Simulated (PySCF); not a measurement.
Zn(Br)(SiH3) (BrH₃SiZn), SMILES [SiH3][Zn][Br].

Coordinates come from a PBE-D3(BJ)/def2-SVP optimisation. The structure was generated by enumeration; whether it is a known compound was not checked.

Two levels are set side by side: PBE/def2-TZVPD (PySCF) and B3LYP/def2-TZVPD (PySCF). Same geometry, gas phase. Differences are taken from unrounded values.

```csv
quantity,B3LYP
orbital gap (eV),6.56
highest occupied level (eV),-7.99
lowest empty level (eV),-1.43
dipole moment (D),2.02
mean polarisability (bohr³),84.5
```

Q: What does PBE give, and how far is it from B3LYP? (An estimate is asked for; the answer gives what the named calculation found.)

A: 
```
quantity                       PBE  PBE minus B3LYP
---------------------------  -----  ---------------
orbital gap (eV)              5.11            -1.45
highest occupied level (eV)  -7.04             0.95
lowest empty level (eV)      -1.93            -0.50
dipole moment (D)             1.94            -0.09
mean polarisability (bohr³)   87.5              3.0
```

PBE's occupied levels lie high since its potential decays too fast outside the molecule; exact exchange lowers them and widens the gap. PBE's more diffuse valence density responds more strongly to a field. Differences between two approximate levels are no errors against the true value.

Rough cost on one machine, each run with all the roots and properties that it gave: B3LYP against PBE within a factor of 2.
